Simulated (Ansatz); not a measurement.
`B[SiH2][AsH]C` + `N=CF` → `BN=CF` + `C[AsH][SiH3]`  (cleavage of the B–Si bond)

Program: Ansatz. Geometries: PBE0-D4/def2-TZVP. ΔE: electronic, gas phase. CCSD(T)/CBS adds triple-zeta CCSD(T) − MP2 to the extrapolated MP2 energy (def2 sets, frozen cores). This one scheme is used for every species. DFT in def2-TZVPP. B3LYP here is the variant with VWN-RPA as its local correlation; programs differ in this. For As outer-core shells are correlated without core-valence functions, which leaves a few kJ/mol of doubt a bond. Scalar relativity is left out up to krypton. Each species was taken in one conformer, which may not be the lowest.

`B[SiH2][AsH]C`:

Z-matrix (Å, degrees):
```
Si
As 1 2.393
B 1 1.989 2 101.7
H 1 1.490 2 109.5 3 121.7
H 1 1.489 2 106.6 3 -120.4
C 2 1.980 1 96.6 3 -74.7
H 2 1.525 1 90.7 3 -170.7
H 3 1.196 1 121.1 2 86.0
H 3 1.196 1 120.9 2 -87.5
H 6 1.089 2 112.5 1 -42.9
H 6 1.090 2 108.2 1 -164.1
H 6 1.090 2 108.5 1 78.3
```

`N=CF`:

```xyz
5

N    -0.771    0.439   -0.354
C     0.124   -0.226    0.192
F    -0.194   -1.194    1.045
H    -0.369    1.136   -0.974
H     1.209   -0.154    0.092
```

`BN=CF`:

```xyz
7

B    -0.211    1.245   -0.433
N     0.000   -0.010    0.060
C     0.191   -1.144    0.474
F     0.415   -2.180   -0.345
H    -1.330    1.587   -0.677
H     0.730    1.965   -0.593
H     0.206   -1.463    1.514
```

`C[AsH][SiH3]`:

```xyz
10

C     0.465   -1.413   -0.666
As    0.984    0.496   -0.749
Si   -0.430    1.217    0.998
H     0.853   -1.913   -1.553
H    -0.613   -1.551   -0.611
H     0.934   -1.855    0.214
H    -0.035    0.898   -1.810
H     0.137    0.739    2.288
H    -1.812    0.679    0.867
H    -0.484    2.703    1.022
```

Is it downhill or uphill in electronic energy at CCSD(T)/CBS, and by how much? (Best estimate.)

The calculation gave: Downhill: ΔE = -126.5 kJ/mol.

What do these levels give: PBE-D4, B3LYP-D4, ωB97X-V, ωB97M-V, B2PLYP, B3LYP, MP2/def2-TZVPP, CCSD(T)/def2-TZVPP, HF/def2-QZVPP, MP2/def2-QZVPP, SCS-MP2/def2-QZVPP, HF/CBS(def2)? (Estimate.)

Ansatz gave: PBE-D4 -135.3, B3LYP-D4 -140.2, ωB97X-V -130.1, ωB97M-V -135.3, B2PLYP -139.4, B3LYP -144.2, MP2/def2-TZVPP -133.4, CCSD(T)/def2-TZVPP -126.5, HF/def2-QZVPP -130.2, MP2/def2-QZVPP -133.4, SCS-MP2/def2-QZVPP -131.9, HF/CBS(def2) -130.2 kJ/mol.

Largest T1 diagnostic among the species: 0.015.

The D4 term adds +4.1 kJ/mol with B3LYP and +2.4 kJ/mol with PBE0; it sums over pairs of atoms, weighted by their polarisabilities, and B3LYP, whose exchange is more repulsive, gets the larger term. From PBE to PBE0 (25 % exact exchange), in def2-TZVPP and without D4, ΔE moves by +3.9 kJ/mol.
